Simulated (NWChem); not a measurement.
The numbers come from NWChem runs, not from measurements. System: C4H5, charge 1, spin multiplicity 3, at the geometry of a parent with another charge or spin, in a state set for the comparison that need not be this species' ground state. Its SCF solution wasn't tested for a lower state. Level: UB3LYP/def2-SVPD, VWN1-RPA local correlation.

Part of the output:

```
             Northwest Computational Chemistry Package (NWChem) 7.3.0
             --------------------------------------------------------

                                NWChem Input Module
                                -------------------

 Scaling coordinates for geometry "geometry" by  1.889725989
 (inverse scale =  0.529177249)

 Turning off AUTOSYM since
 SYMMETRY directive was detected!

                             Geometry "geometry" -> ""
                             -------------------------

 Output coordinates in angstroms (scale by  1.889725989 to convert to a.u.)

  No.       Tag          Charge          X              Y              Z
 ---- ---------------- ---------- -------------- -------------- --------------
    1 C                    6.0000     1.49953100     1.21182100     0.00000000
    2 C                    6.0000     0.25412200     0.76527300     0.00000000
    3 C                    6.0000    -0.13470300    -0.64494000     0.00000000
    4 C                    6.0000    -1.40614400    -1.06829700     0.00000000
    5 H                    1.0000     2.50727500     0.79478400     0.00000000
    6 H                    1.0000    -0.56976300     1.49458300     0.00000000
    7 H                    1.0000     0.67957600    -1.37816800     0.00000000
    8 H                    1.0000    -2.24192900    -0.36155600     0.00000000
    9 H                    1.0000    -1.65199800    -2.13279500     0.00000000

 Effective nuclear repulsion energy (a.u.)      96.4695406635

            Nuclear Dipole moment (a.u.)
            ----------------------------
        X                 Y               Z
 ---------------- ---------------- ----------------
    -0.0000056692    -0.0000188973     0.0000000000

      Symmetry information
      --------------------

 Group name             Cs
 Group number              2
 Group order               2
 No. of unique centers     9

      Symmetry unique atoms

     1    2    3    4    5    6    7    8    9


 Summary of "ao basis" -> "" (spherical)
 ------------------------------------------------------------------------------
       Tag                 Description            Shells   Functions and Types
 ---------------- ------------------------------  ------  ---------------------
 *                         def2-svpd                  on all atoms

                                 NWChem DFT Module
                                 -----------------

 Summary of "ao basis" -> "ao basis" (spherical)
[...]
    88      0.073918  5 H  pz               120      0.064051  9 H  pz

   alpha - beta orbital overlaps
   -----------------------------

   alpha      1      2      3      4      5      6      7      8      9     10
    beta      2      1      4      3      5      6      7      8      9     10
 overlap   0.968  0.967  0.871  0.870  0.993  0.990  0.978  0.981  0.993  0.989

   alpha     11     12     13     14     15     16     17     18     19     20
    beta     11     12     13     14     15     16     17     18     19     20
 overlap   0.995  0.987  0.989  0.994  0.971  0.984  0.992  0.977  0.972  0.992

   alpha     21     22     23     24     25     26     27     28     29     30
    beta     21     22     23     24     25     26     27     28     29     31
 overlap   0.991  0.998  0.994  0.840  0.995  0.851  0.995  0.987  0.981  0.797

   alpha     31     32     33     34     35     36     37     38     39     40
    beta     30     32     33     34     35     36     37     38     39     40
 overlap   0.984  0.801  0.989  0.996  0.974  0.988  0.993  0.994  0.997  0.997

   alpha     41     42     43     44     45     46     47     48     49     50
    beta     41     42     43     44     45     46     47     48     49     50
 overlap   0.993  0.945  0.947  0.997  0.998  0.995  0.991  0.985  0.999  0.993

   alpha     51     52     53     54     55     56     57     58     59     60
    beta     52     51     53     54     55     56     57     58     59     60
 overlap   0.999  0.847  0.834  0.989  0.971  0.999  0.767  0.752  0.995  0.993

   alpha     61     62     63     64     65     66     67     68     69     70
    beta     61     62     63     64     65     66     67     68     69     70
 overlap   0.996  0.987  0.984  0.996  0.997  0.999  0.990  0.993  0.979  0.979

   alpha     71     72     73     74     75     76     77     78     79     80
    beta     71     72     73     74     75     76     77     78     79     80
 overlap   0.979  0.984  0.961  0.975  0.970  0.996  0.806  0.777  0.971  0.962

   alpha     81     82     83     84     85     86     87     88     89     90
    beta     81     82     83     84     85     86     87     88     89     90
 overlap   0.996  0.997  0.998  0.999  0.999  0.999  0.999  0.995  0.923  0.922

   alpha     91     92     93     94     95     96     97     98     99    100
    beta     91     93     92     94     95     96     97     99    100     98
 overlap   0.977  0.986  0.996  0.975  0.980  0.994  0.952  0.946  0.951  0.982

   alpha    101    102    103    104    105    106    107    108    109    110
    beta    101    102    103    104    105    106    107    108    109    110
 overlap   0.973  0.986  0.994  0.995  0.994  0.997  0.999  0.995  0.967  0.972

   alpha    111    112    113    114    115    116    117    118    119    120
    beta    111    112    113    114    115    116    117    118    120    119
 overlap   0.999  0.999  1.000  0.930  0.933  0.996  0.999  0.999  0.935  0.936

     --------------------------
     Expectation value of S2:
     --------------------------
      <S2> =      2.0230 (Exact =     2.0000)

 center of mass
 --------------
 x =   0.04513618 y =   0.05596388 z =   0.00000000

 moments of inertia (a.u.)
 ------------------
         188.580895453085        -170.499946399596           0.000000000000
        -170.499946399596         237.892453367267           0.000000000000
           0.000000000000           0.000000000000         426.473348820352

     Multipole analysis of the density
     ---------------------------------

     L   x y z        total         alpha         beta         nuclear
     -   - - -        -----         -----         ----         -------
     0   0 0 0      1.000000    -15.000000    -13.000000     29.000000

     1   1 0 0     -0.034931     -1.398998      1.364073     -0.000006
     1   0 1 0     -0.255057     -1.539565      1.284527     -0.000019
     1   0 0 1     -0.000000     -0.000000     -0.000000      0.000000

     2   2 0 0     -6.864778    -83.492408    -68.641719    145.269349
     2   1 1 0      3.702479    -51.006102    -38.648731     93.357312
     2   1 0 1     -0.000000     -0.000000     -0.000000      0.000000
     2   0 2 0    -11.087000    -68.169844    -54.021887    111.104732
     2   0 1 1     -0.000000     -0.000000     -0.000000      0.000000
     2   0 0 2    -17.500929    -10.078838     -7.422092      0.000000

 Task  times  cpu:       13.0s     wall:       13.0s

 Total times  cpu:       13.1s     wall:       13.1s
```

Write an NWChem input that would produce this output.

This is not unique; one that fits is 
```
start mol
memory heap 200 mb stack 900 mb global 1100 mb
charge 1
geometry units angstroms nocenter noautoz
  C      1.499531     1.211821     0.000000
  C      0.254122     0.765273     0.000000
  C     -0.134703    -0.644940     0.000000
  C     -1.406144    -1.068297     0.000000
  H      2.507275     0.794784     0.000000
  H     -0.569763     1.494583     0.000000
  H      0.679576    -1.378168     0.000000
  H     -2.241929    -0.361556     0.000000
  H     -1.651998    -2.132795     0.000000
  symmetry group Cs
end
basis spherical
  * library def2-svpd
end
dft
  xc b3lyp
  odft
  mult 3
  semidirect memsize 60000000 filesize 0
  iterations 100
end
task dft energy
```
